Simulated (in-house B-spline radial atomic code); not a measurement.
Atomic self-consistent-field run: K II (K+) (an excited or competing configuration). Computed with a B-spline radial code for spherical atoms: non-relativistic Hartree-Fock with fractional occupations, spin-polarised, spherical fractional occupations, point nucleus.

In the input, 3d5,1 would mean five up and one down electron.

Command:
```bash
python run_scf.py task.json out
```
Settings:
```
Z                19
configuration    1s2 2s2 2p6 3s0,1 3p6 4f1,0
hamiltonian      nr
method           hf,
spin_polarised   True
```

Output (hartree, bohr):
```
 radial grid: 69 intervals, B-splines of order 8, outer radius 102 bohr

 iter        energy (Eh)    residual
    1        -592.807392    3.10e-01
    2        -596.853001    1.23e-01
    3        -597.141038    5.18e-02
    4        -597.185151    2.30e-02
    5        -597.194230    4.17e-03
    6        -597.194579    6.03e-04
    7        -597.194597    2.07e-04
    8        -597.194599    3.98e-05
    9        -597.194599    2.20e-06
   10        -597.194599    7.00e-08

 total energy                      -597.19460
 kinetic                             597.1946
 electron-nucleus                  -1406.3394
 Hartree                             243.8307
 exact exchange                      -31.8804

 orbital      occ     eigenvalue          <r>       <r^2>       <1/r>       r_max
 1s up      1.000      -134.3328     0.081477  0.00891591     18.5454     0.05355
 1s down    1.000      -134.3705    0.0814635  0.00891296     18.5483     0.05354
 2s up      1.000       -15.2410     0.387198    0.177352     3.78862      0.3193
 2s down    1.000       -15.3048     0.386157     0.17639     3.80072      0.3186
 2p up      3.000       -12.3082     0.348982    0.150296     3.69993      0.2637
 2p down    3.000       -12.3388     0.349002    0.150411     3.70078      0.2636
 3s down    1.000        -2.4910      1.23174     1.74032      1.1149       1.064
 3p up      3.000        -1.5015      1.38474     2.24765    0.971596       1.142
 3p down    3.000        -1.6682       1.3435     2.10459    0.999367       1.127
 4f up      1.000        -0.0541      10.9964     137.428    0.104919       9.359
```

Cost of the run: 0.23 s on 1 thread of Arm Neoverse V2, with other jobs on the host.

Caution: exact exchange at fractional occupations of open shells leaves self-interaction of up to several eV.
